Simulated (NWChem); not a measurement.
# Lowest excitation of Ag2

```xyz
2

Ag     0.0000     0.0000     1.2893
Ag     0.0000     0.0000    -1.2893
```
Charge 0, spin multiplicity 1.

Program: NWChem. The geometry was optimised at PBE0/def2-SVP with def2 effective core potentials on Ag, a minimum by its harmonic frequencies.

Basis set: def2-SVPD. CR-EOMCCSD(T) is the triples correction to the same EOM-CCSD root.

| method | lowest vertical singlet excitation energy (eV) | difference from EOM-CCSD |
|---|---|---|
| EOM-CCSD | 2.86 | 0.00 |
| CIS | 3.02 | +0.17 |
| TD-PBE | 3.03 | +0.17 |
| TD-CAM-B3LYP | 3.03 | +0.17 |
| TD-B3LYP | 3.06 | +0.21 |
| CR-EOMCCSD(T) | 2.74 | -0.12 |

The values span 0.32 eV, from CR-EOMCCSD(T) (lowest) to TD-B3LYP (highest). 

Effective core potentials replace the inner electrons of Ag; spin-orbit coupling is left out. The correlated methods keep 8 core orbitals frozen. B3LYP has NWChem's definition, with VWN1-RPA local correlation. The structure started from a generated list of species. No row is a measurement; the coupled-cluster row has its own basis-set and correlation limits.
